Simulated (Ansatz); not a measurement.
System: CRe, net charge 0, quartet state. The spin state was set by rule; other spins were not relaxed. SMILES: [Re][C]
Coordinates optimised at B3LYP-D3(BJ)/def2-TZVP (Ansatz, a program for electronic structure):
```
Re
C 1 1.6943
```
Charge 0, spin multiplicity 4.

Wanted: vertical ionisation energy (to the triplet state of charge +1; each state is the SCF solution reached for its spin; the UHF <S^2> is 3.86 for the triplet (pure: 2.00) and 4.99 for the quartet (pure: 3.75); for the triplet T1 is 0.118; for the quartet T1 is 0.109), in eV. Valence correlation only, unless marked. Open shells are spin-unrestricted. No spin-orbit coupling. The frozen core is the preceding noble-gas configuration, with the filled d and f shells of earlier blocks. In def2 rows, elements after Kr have scalar-relativistic effective core potentials. Basis-set limits of correlation are two-point, X^-3; Hartree-Fock from the larger set.

| level | program | vertical ionisation energy (eV) |
|---|---|---|
| SVWN5/def2-TZVPD | Ansatz | 8.95 |
| PBE/def2-TZVPD | Ansatz | 8.70 |

Question: Estimate the value at CCSD(T)/CBS(def2-TZVPPD,def2-QZVPPD) as computed with Ansatz.

Answer: 8.39 eV, so PBE/def2-TZVPD differs from it by 0.31 eV.
